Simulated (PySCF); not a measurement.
Run record: geometry optimisation, `CN(C)/C([SiH3])=C/C=[N+](C)C`.

Method: PBE0-D3(BJ)/def2-SVP geometry optimisation, gas phase (PySCF 2.14.0). Start geometry: GFN2-xTB. The input is one job of a driver script: a line of settings, then coordinates in Å.

Input:
```
{"job": {"xc": "PBE0", "basis": "def2-SVP", "d3": "d3bj", "grid": 2, "kind": "geom"}, "charge": 1, "multiplicity": 1}
C     -2.441177     1.409216    -0.378649
N     -2.230386     0.004375    -0.086882
C     -3.437256    -0.714845     0.246075
C     -1.033465    -0.562297    -0.108412
Si    -0.932648    -2.492869    -0.017427
C      0.106661     0.233416    -0.269597
C      1.401380    -0.239190    -0.197293
N      2.493341     0.494554    -0.294600
C      3.808349    -0.089803    -0.209757
C      2.444599     1.924137    -0.504723
H     -1.913663     1.698422    -1.287524
H     -3.501895     1.586062    -0.535017
H     -2.102776     2.039198     0.447207
H     -3.976599    -1.008990    -0.657741
H     -4.085760    -0.067720     0.836951
H     -3.222764    -1.601309     0.836480
H     -2.055227    -3.001502    -0.799021
H      0.305366    -2.941875    -0.647435
H     -0.982405    -2.828081     1.403779
H     -0.017048     1.295385    -0.407914
H      1.570174    -1.291253    -0.023633
H      4.369373     0.363089     0.610177
H      4.355625     0.084541    -1.138721
H      3.744580    -1.161858    -0.038673
H      1.970342     2.160624    -1.459151
H      3.455552     2.321983    -0.513596
H      1.887830     2.413014     0.296614
```

Output:
```
step   0  E = -674.79850649  max force = 0.011968
step   1  E = -674.80194349  max force = 0.002940
step   2  E = -674.80190719  max force = 0.003001
step   3  E = -674.80223484  max force = 0.001062
step   4  E = -674.80235641  max force = 0.001094
step   5  E = -674.80247000  max force = 0.001755
step   6  E = -674.80260196  max force = 0.001125
step   7  E = -674.80260827  max force = 0.004060
step   8  E = -674.80270467  max force = 0.001326
step   9  E = -674.80270221  max force = 0.001951
step  10  E = -674.80275869  max force = 0.000607
step  11  E = -674.80278310  max force = 0.000645
step  12  E = -674.80281425  max force = 0.000561
step  13  E = -674.80285376  max force = 0.000498
step  14  E = -674.80288196  max force = 0.000408
step  15  E = -674.80288731  max force = 0.000302
optimisation converged
```

Energies in Eh; «max force» is the largest Cartesian gradient component in Eh/bohr.

Task: At which steps does the energy rise by more than 1e-5 Eh?

Result: At step 2 (+0.04 mEh).

Task: How much energy does the optimisation release, in kJ/mol?

Result: E(step 0) − E(last step) = 0.004381 Eh, which is 11.5 kJ/mol.

Main results: final energy -674.80289 Eh after 15 steps.

The run took 8.8 min on one thread, Arm Neoverse V2 (aarch64), no GPU, shared host with 96 logical CPUs at a one-minute load of 46, and the process peaked at 1.1 GiB of memory.
Labels such as C1 count atoms from 1, the log's own numbers from 0.
